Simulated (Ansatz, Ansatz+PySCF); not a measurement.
```xyz
2

S     0.0000    0.0000   -0.4606
O     0.0000    0.0000    0.9212
```

Basis set: def2-SVP (spherical functions). Frozen core: 6 orbitals. Correlation on ROHF uses semicanonical orbitals with singles. Charge 0, multiplicity 3.

Computed with Ansatz (development build ahead of 0.2.0); each method stands on the lowest determinant of its kind that the runs found.

The atomization energy at this shape (free ground-state atoms in the same class of orbitals less the molecule, no zero-point energy) of triplet SO:

```
   method  atomization energy
ROHF-CCSD      84.46 kcal/mol
 ROHF-MP2     101.05 kcal/mol
  UHF-MP2      97.04 kcal/mol
      UHF      36.75 kcal/mol
     ROHF      34.27 kcal/mol
```

(1) What does ROHF-CCSD(T) give?

## Answers

(1) 88.55 kcal/mol. Caution: the shape is not the minimum.
